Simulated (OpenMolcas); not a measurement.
Cr3+ (d3) in a complex was computed by SS-CASPT2, IPEA 0.25 Eh, imaginary shift 0.1 Eh with the d shell active (OpenMolcas, ANO-RCC-VDZP on the metal). Its lowest spin-free states, and all those of the highest spin:

```
2S+1  Degeneracy  E (cm-1)
   4           1         0
   2           1     12800
   2           1     13060
   2           2     13720
   2           1     13830
   4           2     15300
   4           1     18010
   2           1     19530
   2           2     19570
   4           1     20640
   4           2     23590
   2           1     25340
   4           2     35090
   4           1     35680
```

Problem. Is the site octahedral, tetrahedral or cube-like, axial, or of lower symmetry?

Solution. The states with 2S+1 = 4 have orbital degeneracies 1, 2, 1, 1, 2, 2, 1. There are pairs but no triples, so the site is axial: not cubic, but with a proper or improper axis of order three or more. The run had Cr3+ with 6 ligands (chloride) in tetragonal octahedral coordination (D4h) at 2.23 Å, the axial distance 2.341 Å. A charge of +0.5 e stands 3.2 Å behind each ligand. Ligand basis ANO-RCC-VDZP.

Over all roots computed the reference weight is 0.65 to 0.67; a low but even weight reflects the number of correlated electrons. The least metal-like active orbital is 83 % on the metal (Löwdin) and no ligand orbital is active, so the numbers are rough. Ligand-to-metal charge-transfer states are missing. With no ligand orbital active B as a rule stays too high, so bands that hang on it stand too high and its fall with covalency is understated. With one d shell and no ligand orbital active, 10Dq can be off by a tenth or more. The distance lies 6 % under the 2.38 Å that this model takes as the normal distance (a Shannon-type radius plus a fixed donor radius); by an R⁻⁵ law this alone changes a d-shell field by about +38 %. No measured value stands beside these numbers; the geometry was imposed, not optimised, and the real ion may take another.
